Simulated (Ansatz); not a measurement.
Compare A (`C[SiH](Cl)CF`) with its isomer B (`FC([SiH3])CCl`).

Program: Ansatz. Geometries: PBE0-D4/def2-TZVP. ΔE: electronic, gas phase. CCSD(T)/CBS adds triple-zeta CCSD(T) − MP2 to the extrapolated MP2 energy (def2 sets, frozen cores). DFT in def2-TZVPP. B3LYP here is the variant with VWN-RPA as its local correlation; programs differ in this. Each species was taken in one conformer, which may not be the lowest.

(1) Which is lower in electronic energy at CCSD(T)/CBS, and by how much? (Best estimate.)

(2) Give E(B) − E(A) in kcal/mol with B3LYP, ωB97M-V, PBE-D4, B2PLYP, B3LYP-D4, HF/def2-TZVPP, CCSD(T)/def2-TZVPP. (Estimate.)

Largest T1 diagnostic: 0.011.

## Answers

(1) Computed: A, by 48.8 kcal/mol.

(2) Computed: B3LYP 48.2, ωB97M-V 49.2, PBE-D4 47.1, B2PLYP 48.8, B3LYP-D4 48.3, HF/def2-TZVPP 49.5, CCSD(T)/def2-TZVPP 47.9. None reverses the order clearly.

From PBE to PBE0 (25 % exact exchange), in def2-TZVPP and without D4, E(B) − E(A) moves by +1.5 kcal/mol.
